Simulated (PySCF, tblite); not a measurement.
Compound: CH11ClSi4.
Cartesian coordinates in Å at the GFN2-xTB level; atoms count from 1:
```xyz
17
CH11ClSi4 angstrom
C     -2.7148   -0.2967   -0.0707
Si    -1.1274   -1.3196   -0.2856
Si     0.6884   -0.1386    0.6075
Si     2.7764   -0.8455   -0.1523
Si     0.4001    2.1631    0.3880
Cl     0.2066    2.5339   -1.6133
H     -3.5806   -0.8009   -0.4899
H     -2.9227   -0.1057    0.9787
H     -2.6242    0.6653   -0.5676
H     -1.3442   -2.6300    0.3455
H     -0.9534   -1.5887   -1.7204
H      0.6757   -0.3450    2.0774
H      3.8746   -0.4829    0.7477
H      2.8396   -2.3013   -0.3096
H      3.1007   -0.2622   -1.4550
H     -0.8049    2.7428    0.9871
H      1.5032    3.0240    0.8215
```

Level of theory: CAM-B3LYP/def2-SVPD in PySCF (dipole) on a GFN2-xTB geometry, gas phase.

Masses are those of the commonest isotopes; rigid-rotor values at the optimised geometry. The values belong to one conformer with, in the numbering `[CH3:1][SiH2:2][Si@@H:3]([SiH3:4])[SiH2:5][Cl:6]`, C1–Si2–Si3–Si4 -161°, Si2–Si3–Si5–Cl6 -59°.

**Question.** Give the principal moments of inertia and the rotational constants in cm⁻¹.

**Answer.** Ia = 503.06, Ib = 534.07, Ic = 854.42 u·Å²; 505379 MHz·u·Å²/I gives 1005, 946.3 and 591.5 MHz, that is A = 0.03351, B = 0.03156, C = 0.01973 cm⁻¹.

**Question.** What kind of rotor is it?

**Answer.** An asymmetric top. Ray's parameter κ = (2B − A − C)/(A − C) = 0.718; −1 is the prolate and +1 the oblate limit.

**Question.** Is it planar, by Δ = Ic − Ia − Ib?

**Answer.** Not planar: Δ = Ic − Ia − Ib = -182.70 u·Å². For a rigid frame Δ = −2 Σ m c², so Σ m c² = 91.35 u·Å² lies off the ab plane: 18.33 from hydrogen and 73.02 from heavier atoms. The atom farthest from that plane is 2.03 Å away.

**Question.** Which types of transition are allowed, and where do some lines up to J = 5 fall?

**Answer.** The dipole components are |μa| = 0.94 D, |μb| = 0.55 D, |μc| = 1.27 D. Intensities carry the squares of the components, which stand as 0.55 : 0.19 : 1.00 (a : b : c). Some lines, for components of 0.1 D or more:

```tsv
type	branch	J(Ka,Kc)	MHz	lower level (cm⁻¹)
a	Q	2(2,0) ← 2(2,1)	303	0.185
b	Q	2(2,0) ← 2(1,1)	478	0.179
c	Q	4(4,1) ← 4(3,1)	580	0.629
b	Q	3(3,0) ← 3(2,1)	587	0.372
a	Q	4(3,1) ← 4(3,2)	874	0.600
b	Q	2(1,1) ← 2(0,2)	1071	0.144
b	Q	3(3,1) ← 3(2,2)	1331	0.339
b	Q	4(2,2) ← 4(1,3)	1850	0.535
b	Q	3(1,2) ← 3(0,3)	1892	0.275
b	Q	4(3,2) ← 4(2,3)	1941	0.535
a	R	2(1,1) ← 1(1,0)	3430	0.065
b	Q	5(2,4) ← 5(1,5)	3442	0.656
b	R	3(0,3) ← 2(1,2)	3928	0.144
a	R	3(1,3) ← 2(1,2)	3929	0.144
a	R	3(0,3) ← 2(0,2)	3935	0.144
b	R	3(1,3) ← 2(0,2)	3936	0.144
b	R	3(1,2) ← 2(2,1)	4581	0.185
b	R	4(1,4) ← 3(0,3)	5115	0.275
a	R	3(2,1) ← 2(2,0)	5292	0.195
a	R	5(0,5) ← 4(0,4)	6298	0.446
a	R	5(2,4) ← 4(2,3)	7063	0.535
a	R	5(1,4) ← 4(1,3)	7066	0.535
b	R	4(4,1) ← 3(3,0)	7695	0.392
c	R	4(4,1) ← 3(3,1)	7932	0.384
b	R	5(3,2) ← 4(4,1)	8109	0.648
b	R	4(3,1) ← 3(2,2)	8683	0.339
c	R	5(4,1) ← 4(3,1)	9643	0.629
c	R	5(2,3) ← 4(1,3)	9727	0.535
```

Its lowest GFN2-xTB frequency is 13 cm⁻¹, too small to tell a flat minimum from a shallow saddle. Constants of a rigid frame at the computed geometry: no zero-point averaging, no centrifugal distortion. A rigid rotor knows nothing of internal rotation, which can split or shift real lines. Quadrupole hyperfine structure (35Cl) is left out.
